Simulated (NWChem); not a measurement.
Everything below was run with NWChem. System: CClF₃, charge 0, spin multiplicity 1, displaced from the optimised geometry.

The NWChem input:

```
start mol
memory heap 200 mb stack 900 mb global 1100 mb
geometry units angstroms nocenter noautoz
  F      0.871902     0.576021     1.099671
  C      0.362433    -0.025098     0.000000
  F      0.871902     0.576021    -1.099671
  F      0.740290    -1.324099     0.000000
  Cl    -1.443026     0.099947     0.000000
  symmetry group Cs
end
basis spherical
  * library def2-svp
end
dft
  xc becke88 lyp
  semidirect memsize 60000000 filesize 0
  iterations 100
  convergence nodiis damp 40
end
task dft gradient
```

The output up to the point where the run's verdict is printed (cleaned and shortened):

```
             Northwest Computational Chemistry Package (NWChem) 7.3.0
             --------------------------------------------------------

                                NWChem Input Module
                                -------------------

 Scaling coordinates for geometry "geometry" by  1.889725989
 (inverse scale =  0.529177249)

 Turning off AUTOSYM since
 SYMMETRY directive was detected!

                             Geometry "geometry" -> ""
                             -------------------------

 Output coordinates in angstroms (scale by  1.889725989 to convert to a.u.)

  No.       Tag          Charge          X              Y              Z
 ---- ---------------- ---------- -------------- -------------- --------------
    1 F                    9.0000     0.87190200     0.57602100     1.09967100
    2 C                    6.0000     0.36243300    -0.02509800     0.00000000
    3 F                    9.0000     0.87190200     0.57602100    -1.09967100
    4 F                    9.0000     0.74029000    -1.32409900     0.00000000
    5 Cl                  17.0000    -1.44302600     0.09994700     0.00000000

 Effective nuclear repulsion energy (a.u.)     244.8408216333

            Nuclear Dipole moment (a.u.)
            ----------------------------
        X                 Y               Z
 ---------------- ---------------- ----------------
     0.0000037795    -0.0000037795     0.0000000000

      Symmetry information
      --------------------

 Group name             Cs
 Group number              2
 Group order               2
 No. of unique centers     4

      Symmetry unique atoms

     1    2    4    5


 Summary of "ao basis" -> "" (spherical)
 ------------------------------------------------------------------------------
       Tag                 Description            Shells   Functions and Types
 ---------------- ------------------------------  ------  ---------------------
 *                          def2-svp                  on all atoms

                                 NWChem DFT Module
                                 -----------------
[...]
 d= 0,ls=0.5         52   -654.2264928779 -7.69D+01  1.05D+00              10.5
 d= 0,ls=0.5         53   -577.2983732241  7.69D+01  1.06D+00              10.7
 d= 0,ls=0.5         54   -654.2263962364 -7.69D+01  1.06D+00              10.8
 d= 0,ls=0.5         55   -577.2995339396  7.69D+01  1.06D+00              11.0
 d= 0,ls=0.5         56   -654.2263240198 -7.69D+01  1.06D+00              11.1
 d= 0,ls=0.5         57   -577.3003981935  7.69D+01  1.06D+00              11.3
 d= 0,ls=0.5         58   -654.2262700885 -7.69D+01  1.06D+00              11.5
 d= 0,ls=0.5         59   -577.3010417437  7.69D+01  1.06D+00              11.7
 d= 0,ls=0.5         60   -654.2262298447 -7.69D+01  1.06D+00              11.9
 d= 0,ls=0.5         61   -577.3015209718  7.69D+01  1.06D+00              12.0
 d= 0,ls=0.5         62   -654.2261998293 -7.69D+01  1.06D+00              12.2
 d= 0,ls=0.5         63   -577.3018778467  7.69D+01  1.06D+00              12.3
 d= 0,ls=0.5         64   -654.2261774511 -7.69D+01  1.06D+00              12.5
 d= 0,ls=0.5         65   -577.3021436128  7.69D+01  1.06D+00              12.8
 d= 0,ls=0.5         66   -654.2261607713 -7.69D+01  1.06D+00              12.9
 d= 0,ls=0.5         67   -577.3023415335  7.69D+01  1.06D+00              13.1
 d= 0,ls=0.5         68   -654.2261483415 -7.69D+01  1.06D+00              13.3
 d= 0,ls=0.5         69   -577.3024889303  7.69D+01  1.06D+00              13.5
 d= 0,ls=0.5         70   -654.2261390803 -7.69D+01  1.06D+00              13.7
 d= 0,ls=0.5         71   -577.3025987016  7.69D+01  1.06D+00              13.8
 d= 0,ls=0.5         72   -654.2261321806 -7.69D+01  1.06D+00              14.0
 d= 0,ls=0.5         73   -577.3026804526  7.69D+01  1.06D+00              14.2
 d= 0,ls=0.5         74   -654.2261270407 -7.69D+01  1.06D+00              14.5
 d= 0,ls=0.5         75   -577.3027413361  7.69D+01  1.06D+00              14.7
 d= 0,ls=0.5         76   -654.2261232121 -7.69D+01  1.06D+00              14.8
 d= 0,ls=0.5         77   -577.3027866788  7.69D+01  1.06D+00              15.0
 d= 0,ls=0.5         78   -654.2261203603 -7.69D+01  1.06D+00              15.1
 d= 0,ls=0.5         79   -577.3028204477  7.69D+01  1.06D+00              15.4
 d= 0,ls=0.5         80   -654.2261182362 -7.69D+01  1.06D+00              15.7
 d= 0,ls=0.5         81   -577.3028455971  7.69D+01  1.06D+00              15.8
 d= 0,ls=0.5         82   -654.2261166542 -7.69D+01  1.06D+00              16.0
 d= 0,ls=0.5         83   -577.3028643271  7.69D+01  1.06D+00              16.2
 d= 0,ls=0.5         84   -654.2261154759 -7.69D+01  1.06D+00              16.3
 d= 0,ls=0.5         85   -577.3028782763  7.69D+01  1.06D+00              16.5
 d= 0,ls=0.5         86   -654.2261145983 -7.69D+01  1.06D+00              16.6
 d= 0,ls=0.5         87   -577.3028886651  7.69D+01  1.06D+00              16.8
 d= 0,ls=0.5         88   -654.2261139447 -7.69D+01  1.06D+00              17.0
 d= 0,ls=0.5         89   -577.3028964021  7.69D+01  1.06D+00              17.1
 d= 0,ls=0.5         90   -654.2261134579 -7.69D+01  1.06D+00              17.3
 d= 0,ls=0.5         91   -577.3029021642  7.69D+01  1.06D+00              17.5
 d= 0,ls=0.5         92   -654.2261130953 -7.69D+01  1.06D+00              17.7
 d= 0,ls=0.5         93   -577.3029064557  7.69D+01  1.06D+00              17.8
 d= 0,ls=0.5         94   -654.2261128253 -7.69D+01  1.06D+00              18.0
 d= 0,ls=0.5         95   -577.3029096517  7.69D+01  1.06D+00              18.2
 d= 0,ls=0.5         96   -654.2261126242 -7.69D+01  1.06D+00              18.4
 d= 0,ls=0.5         97   -577.3029120319  7.69D+01  1.06D+00              18.5
 d= 0,ls=0.5         98   -654.2261124745 -7.69D+01  1.06D+00              18.7
 d= 0,ls=0.5         99   -577.3029138047  7.69D+01  1.06D+00              19.0
 d= 0,ls=0.5        100   -654.2261123629 -7.69D+01  1.06D+00              19.2
```

Convergence was not reached. The next line reads: Calculation failed to converge. NWChem stopped with the message: dft gradient failed.
